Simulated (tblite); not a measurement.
Compound: C6H6AlBCl2.
Atom-mapped SMILES: `[CH3:1][C:2]#[C:3][AlH:4][C:5]#[C:6][CH2:7][B:8]([Cl:9])[Cl:10]` (hydrogens: H11, H12, H13 on C1; H14 on Al4; H15, H16 on C7)

Computed with GFN2-xTB (tblite), gas phase: L-BFGS steps from a force-field or distance-geometry start until the largest atomic force falls under 0.01 eV/Å.

Step 69: E = -741.2212 eV
```
atom  x, y, z in Å  |  force x, y, z in eV/Å
C1      4.5897   -1.0572   -0.2986    0.001   0.006   0.011
C2      3.4268   -0.4381    0.2981   -0.023   0.017   0.004
C3      2.4528    0.0860    0.8057   -0.015  -0.004  -0.015
Al4     0.8210    0.8905    1.4685    0.022  -0.004  -0.017
C5     -0.9199    0.7348    0.6116   -0.005  -0.019  -0.019
C6     -1.9574    0.5760   -0.0030    0.009   0.014   0.028
C7     -3.2226    0.4009   -0.7080   -0.016  -0.003   0.008
B8     -4.3457    0.0662    0.3772   -0.019  -0.004  -0.001
Cl9    -5.2656    1.3165    1.1086    0.012   0.006  -0.006
Cl10   -4.6118   -1.5550    0.8838    0.015   0.009  -0.005
H11     4.4240   -2.1285   -0.4110    0.008  -0.015  -0.002
H12     4.7795   -0.6237   -1.2803    0.003   0.001  -0.015
H13     5.4642   -0.8977    0.3317    0.019  -0.004   0.015
H14     0.8872    1.7257    2.7627   -0.010   0.002   0.012
H15    -3.4326    1.3208   -1.2591   -0.014   0.004   0.007
H16    -3.0971   -0.4082   -1.4317    0.014  -0.005  -0.004
```

Step 70: E = -741.2214 eV
```
atom  x, y, z in Å  |  force x, y, z in eV/Å
C1      4.5953   -1.0565   -0.2953   -0.004   0.005   0.008
C2      3.4301   -0.4382    0.2970   -0.035   0.020   0.019
C3      2.4537    0.0844    0.8015   -0.020  -0.002  -0.011
Al4     0.8195    0.8858    1.4634    0.039  -0.007  -0.026
C5     -0.9189    0.7284    0.6026   -0.015  -0.019  -0.019
C6     -1.9590    0.5732   -0.0086    0.015   0.017   0.037
C7     -3.2276    0.4038   -0.7083   -0.022  -0.004   0.007
B8     -4.3470    0.0681    0.3804   -0.021  -0.011   0.005
Cl9    -5.2687    1.3172    1.1117    0.014   0.004  -0.008
Cl10   -4.6072   -1.5532    0.8917    0.017   0.018  -0.010
H11     4.4312   -2.1276   -0.4078    0.003  -0.033  -0.001
H12     4.7854   -0.6240   -1.2769    0.017   0.010  -0.028
H13     5.4679   -0.8965    0.3370    0.024   0.003   0.016
H14     0.8832    1.7205    2.7581   -0.012   0.001   0.013
H15    -3.4379    1.3263   -1.2548   -0.015   0.007   0.004
H16    -3.1078   -0.4027   -1.4358    0.015  -0.009  -0.006
```

Step 71: E = -741.2218 eV
```
atom  x, y, z in Å  |  force x, y, z in eV/Å
C1      4.6059   -1.0555   -0.2894   -0.010   0.002   0.002
C2      3.4369   -0.4368    0.2945   -0.040   0.013   0.036
C3      2.4562    0.0833    0.7931   -0.022   0.002  -0.007
Al4     0.8177    0.8781    1.4534    0.049  -0.009  -0.034
C5     -0.9176    0.7180    0.5873   -0.026  -0.017  -0.018
C6     -1.9627    0.5694   -0.0172    0.015   0.018   0.042
C7     -3.2370    0.4089   -0.7085   -0.022  -0.005   0.004
B8     -4.3505    0.0708    0.3858   -0.016  -0.017   0.012
Cl9    -5.2748    1.3181    1.1167    0.012   0.002  -0.009
Cl10   -4.5997   -1.5501    0.9055    0.018   0.028  -0.016
H11     4.4432   -2.1265   -0.4013   -0.004  -0.049   0.003
H12     4.7981   -0.6259   -1.2716    0.035   0.021  -0.036
H13     5.4755   -0.8953    0.3467    0.022   0.015   0.012
H14     0.8752    1.7095    2.7508   -0.013  -0.001   0.011
H15    -3.4480    1.3359   -1.2472   -0.015   0.007   0.002
H16    -3.1260   -0.3930   -1.4425    0.016  -0.010  -0.004
```

Step 72: E = -741.2223 eV
```
atom  x, y, z in Å  |  force x, y, z in eV/Å
C1      4.6197   -1.0545   -0.2823   -0.014  -0.003  -0.008
C2      3.4465   -0.4329    0.2905   -0.029  -0.004   0.044
C3      2.4604    0.0848    0.7809   -0.017   0.005  -0.005
Al4     0.8165    0.8691    1.4395    0.039  -0.005  -0.033
C5     -0.9165    0.7065    0.5686   -0.030  -0.013  -0.015
C6     -1.9682    0.5664   -0.0264    0.006   0.014   0.038
C7     -3.2495    0.4153   -0.7079   -0.013  -0.005   0.000
B8     -4.3561    0.0734    0.3923   -0.004  -0.015   0.015
Cl9    -5.2835    1.3187    1.1221    0.006   0.003  -0.006
Cl10   -4.5918   -1.5464    0.9220    0.018   0.031  -0.021
H11     4.4569   -2.1258   -0.3919   -0.010  -0.049   0.008
H12     4.8168   -0.6304   -1.2660    0.047   0.027  -0.026
H13     5.4861   -0.8948    0.3591    0.007   0.026  -0.001
H14     0.8645    1.6932    2.7430   -0.012  -0.006   0.003
H15    -3.4617    1.3473   -1.2377   -0.014   0.002   0.004
H16    -3.1476   -0.3809   -1.4497    0.017  -0.008   0.003
```

**Question.** Estimate the geometry and energy of step 73. (The exact step hangs on the optimiser's Hessian estimate; all steps are aligned on step 72, rigid shifts and turns removed.)

**Answer.** E = -741.2227 eV, largest force 0.051 eV/Å
```
atom  x, y, z in Å  |  force x, y, z in eV/Å
C1      4.6299   -1.0542   -0.2774   -0.012  -0.010  -0.016
C2      3.4544   -0.4283    0.2871   -0.005  -0.025   0.034
C3      2.4645    0.0888    0.7703   -0.008   0.006  -0.006
Al4     0.8168    0.8636    1.4283    0.012   0.003  -0.021
C5     -0.9162    0.6996    0.5557   -0.018  -0.007  -0.006
C6     -1.9732    0.5660   -0.0312   -0.010   0.006   0.025
C7     -3.2587    0.4198   -0.7067   -0.002  -0.003  -0.003
B8     -4.3613    0.0745    0.3966    0.010  -0.003   0.013
Cl9    -5.2910    1.3187    1.1251   -0.003   0.008  -0.001
Cl10   -4.5876   -1.5437    0.9326    0.015   0.020  -0.021
H11     4.4649   -2.1261   -0.3840   -0.010  -0.029   0.012
H12     4.8329   -0.6352   -1.2628    0.045   0.024  -0.002
H13     5.4943   -0.8954    0.3680   -0.013   0.031  -0.015
H14     0.8563    1.6789    2.7386   -0.008  -0.010  -0.008
H15    -3.4722    1.3548   -1.2309   -0.013  -0.002   0.007
H16    -3.1615   -0.3727   -1.4533    0.018  -0.007   0.008
```

The energy changes by -0.0004 eV. The first-order estimate −F·Δx gives -0.0006 eV and the mean of the old and new forces, exact on a quadratic surface, -0.0004 eV. The step makes an angle of 85° with the force vector and moves no atom by more than 0.017 Å.

The cost below is that of the whole relaxation. Time: 1.0 s. Hardware: an Intel Xeon 6975P-C with one thread, no GPU, shared host with 192 logical CPUs at a one-minute load of 45.
